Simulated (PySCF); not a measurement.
# Electron correlation in V (vanadium, neutral)

[Ar] 3d4 4s1, high-spin 6D determinant (an excited configuration). Computed with PySCF 2.14 in x2c-TZVPPall (6s5p4d2f1g, 64 functions), with the spin-free X2C one-electron Hamiltonian (Gaussian nucleus). Frozen: [Ar]; 5 electrons correlated.

```tsv
level	correlation energy (mhartree)
CCSD	-67.89
(T)	-1.87
CCSD(T)	-69.76
```

Diagnostics: T1 = 0.019, D1 = 0.0313, largest double amplitude 0.031.

Cost of the coupled-cluster step: roughly 2.3 core-seconds, for 5 correlated electrons.
